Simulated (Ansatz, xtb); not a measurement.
## C5H7BF2: which of two isomers lies lower

Structure I is `C/C=C/C=C/B(F)F`, a singlet and structure II is `C=C/C(C)=C/B(F)F`, a singlet. Both are isolated molecules in the gas phase, relaxed with B3LYP/def2-SVP; the shapes shown needn't be the lowest conformers.

I (Å):

```xyz
15

C     0.5873   -0.7259   -0.4035
C     0.5686    0.5901    0.3047
C     1.6110    1.4394    0.4125
C     1.5419    2.7088    1.1110
C     2.5629    3.5925    1.2412
B     2.4068    4.9219    2.0000
F     1.2581    5.2742    2.5727
F     3.4099    5.7846    2.1215
H    -0.1656   -0.7504   -1.2114
H     0.3241   -1.5488    0.2848
H     1.5723   -0.9446   -0.8427
H    -0.3820    0.8787    0.7730
H     2.5720    1.1745   -0.0463
H     0.5735    2.9563    1.5651
H     3.5292    3.3432    0.7862
```

II (Å):

```yaml
atoms:
  - { symbol: C, position_ang: [-0.8735, 0.7854, 0.8740] }
  - { symbol: C, position_ang: [-0.2795, 0.8161, -0.3307] }
  - { symbol: C, position_ang: [0.2289, -0.3445, -1.0783] }
  - { symbol: C, position_ang: [0.0754, -1.7049, -0.4481] }
  - { symbol: C, position_ang: [0.8095, -0.1319, -2.2938] }
  - { symbol: B, position_ang: [1.4194, -1.1520, -3.2759] }
  - { symbol: F, position_ang: [1.9459, -0.7298, -4.4212] }
  - { symbol: F, position_ang: [1.4698, -2.4681, -3.0765] }
  - { symbol: H, position_ang: [-1.2199, 1.7050, 1.3525] }
  - { symbol: H, position_ang: [-1.0373, -0.1441, 1.4252] }
  - { symbol: H, position_ang: [-0.1482, 1.7847, -0.8261] }
  - { symbol: H, position_ang: [-0.9883, -1.9196, -0.2509] }
  - { symbol: H, position_ang: [0.5890, -1.7367, 0.5275] }
  - { symbol: H, position_ang: [0.4793, -2.5030, -1.0788] }
  - { symbol: H, position_ang: [0.8543, 0.9120, -2.6292] }
```

Quicker runs give these differences E(II) − E(I): GFN2-xTB +0.026 eV; HF/STO-3G +0.081 eV (at GFN2-xTB geometries); r2SCAN-D4/def2-SVP +0.017 eV (at GFN2-xTB geometries).

Problem. Estimate E(II) − E(I) at the level CCSD(T)/def2-SVP + ΔMP2/def2-TZVPP.

Solution. Too close to call at this level: CCSD(T)/def2-SVP + ΔMP2/def2-TZVPP gives E(II) − E(I) = +0.063 eV.

Level by level:

```
                             level        geometry  E(II) − E(I) (eV)  departure from the last row (eV)  job, with rough time for the two
                          GFN2-xTB        GFN2-xTB              +0.026                            −0.036               optimisation, 0.2 s
                         HF/STO-3G        GFN2-xTB              +0.081                            +0.018              single point, 0.32 s
                r2SCAN-D4/def2-SVP        GFN2-xTB              +0.017                            −0.046               single point, 2.1 s
                    B3LYP/def2-SVP  B3LYP/def2-SVP              +0.154                            +0.091                optimisation, 35 s
                       HF/def2-SVP  B3LYP/def2-SVP              +0.173                            +0.111           part of the CCSD(T) run
                      MP2/def2-SVP  B3LYP/def2-SVP              +0.091                            +0.029           part of the CCSD(T) run
                  CCSD(T)/def2-SVP  B3LYP/def2-SVP              +0.085                            +0.023                      single point
CCSD(T)/def2-SVP + ΔMP2/def2-TZVPP  B3LYP/def2-SVP              +0.063                                                  single point, 57 s
```

As drawn, both hold the same kinds of bond in the same numbers.

r2SCAN-D4/def2-SVP finds them nearly level. The largest departure from CCSD(T)/def2-SVP + ΔMP2/def2-TZVPP is that of HF/def2-SVP, 0.111 eV. The last row adds to CCSD(T) the change of the MP2 difference between the two basis sets, here −0.023 eV.

With thermal terms from frequencies at re-optimised GFN2-xTB minima (ideal gas, soft modes damped towards free rotors, one conformer each, 298.15 K, 1 atm): on the last row, ΔE + ΔZPE = +0.070, ΔH = +0.065, ΔG = +0.085 eV.

The correlated steps freeze 8 core orbitals. Run with Ansatz 0.2.0, xtb 6.7.1; the last row on 4 threads of Intel(R) Xeon(R) Platinum 8488C (Sapphire Rapids) on a shared host.
